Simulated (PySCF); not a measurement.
# Correlation energy of O²⁺ (oxygen, charge +2)

[He] 2s1 2p3, high-spin 5S determinant (an excited configuration). Calculation: PySCF 2.14, in aug-cc-pCVTZ-DK with one added diffuse shell each of s, p, d, f type (8s7p5d3f, 75 functions); the spin-free X2C one-electron Hamiltonian (Gaussian nucleus). Frozen: nothing; 6 electrons correlated.

```tsv
level	correlation energy (mhartree)
CCSD	-86.56
(T)	-0.20
CCSD(T)	-86.76
```

Diagnostics: T1 = 0.00093, D1 = 0.0017, largest double amplitude 0.013.

Is a single reference adequate?

Yes: T1 lies below 0.03 and no double amplitude reaches 0.07.
